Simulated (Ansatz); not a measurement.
Reaction (ligand exchange at the Si–C bond): `C=C(S)[SiH2]Cl` + `O[SiH2]F` → `F[SiH2]O[SiH2]Cl` + `C=CS`

Isolated molecules relaxed with PBE0-D4/def2-TZVP in Ansatz; ΔE leaves out vibrations. CCSD(T)/CBS is the MP2 limit (def2-TZVPP, def2-QZVPP) plus CCSD(T) − MP2 in def2-TZVPP, frozen cores. This one scheme is used for every species. One conformer a species, not always the lowest.

```
           species  MP2/def2-QZVPP energy (Eh)
  `C=C(S)[SiH2]Cl`                 -1225.61866
        `O[SiH2]F`                  -465.88381
`F[SiH2]O[SiH2]Cl`                 -1215.37846
            `C=CS`                  -476.16537
```

(1) Work out ΔE.

Largest T1 diagnostic among the species: 0.012.

Results:

(1) ΔE = (-1215.37846) + (-476.16537) − (-1225.61866) − (-465.88381) = -0.04136 Eh = -26.0 kcal/mol. CCSD(T)/CBS gives -26.6 kcal/mol.

From PBE to PBE0 (25 % exact exchange), in def2-TZVPP and without D4, ΔE moves by −1.5 kcal/mol. In def2-TZVPP, CCSD(T) changes the Hartree–Fock value by +6.7 kcal/mol (the triples alone add +1.2 kcal/mol) and MP2 by +7.5 kcal/mol.
